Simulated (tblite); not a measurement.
C6H12OP2.
Numbering: `[CH3:1][O:2][CH2:3][PH:4][C:5]#[C:6][P:7]([CH3:8])[CH3:9]` (hydrogens: H10, H11, H12 on C1; H13, H14 on C3; H15 on P4; H16, H17, H18 on C8; H19, H20, H21 on C9)

The geometry is computed with GFN2-xTB (gas phase).

Some entries are withheld. Bonds in one row agree within 0.01 Å.

| coordinate | value |
| --- | --- |
| C1–O2 | ? |
| O2–C3 | 1.404 Å |
| C3–P4 | 1.868 Å |
| P4–C5 | ? |
| C5≡C6 | 1.212 Å |
| C6–P7 | ? |
| P7–C8, P7–C9 | 1.858 Å |
| C1–H10, C1–H11, C1–H12 | 1.094 Å |
| C3–H13, C3–H14 | 1.103 Å |
| P4–H15 | 1.403 Å |
| C8–H16 and 5 like bonds | 1.089 Å |
| C1–O2–C3 | 113.5° |
| O2–C3–P4 | 103.8° |
| C3–P4–C5 | ? |
| P4–C5–C6 | 171.6° |
| C5–C6–P7 | 172.0° |
| C6–P7–C8 | ? |
| C8–P7–C9 | ? |

Task: Estimate the withheld lengths and angles.

Result: 
- C1–O2 = 1.404 Å, drawn single (methoxy carbon to ether oxygen); 0.02 Å below the sum of covalent radii, 1.42 Å.
- P4–C5 = 1.765 Å, drawn single (phosphine phosphorus to alkyne carbon); 0.01 Å above the sum of covalent radii, 1.76 Å.
- C6–P7 = 1.769 Å, drawn single (alkyne carbon to phosphine phosphorus); 0.01 Å above the sum of covalent radii, 1.76 Å.
- C3–P4–C5 = 96.4°, at the phosphine phosphorus; the outer atoms are 2.709 Å apart.
- C6–P7–C8 = 97.1°, at the phosphine phosphorus; the outer atoms are 2.719 Å apart.
- C8–P7–C9 = 98.1°, at the phosphine phosphorus; the outer atoms are 2.806 Å apart.

Radii are Cordero's, carbon taken as 0.76, 0.73 or 0.69 Å for four, three, and two or fewer neighbours.

Its lowest GFN2-xTB frequency is 6 cm⁻¹, too small to tell a flat minimum from a shallow saddle. The numbers are those of one conformer (C1–O2–C3–P4 175°, O2–C3–P4–C5 164°). 3 starts were optimised and ended at 0.00, 0.43 and 1.52 kcal/mol (GFN2-xTB); the lowest of these is shown.
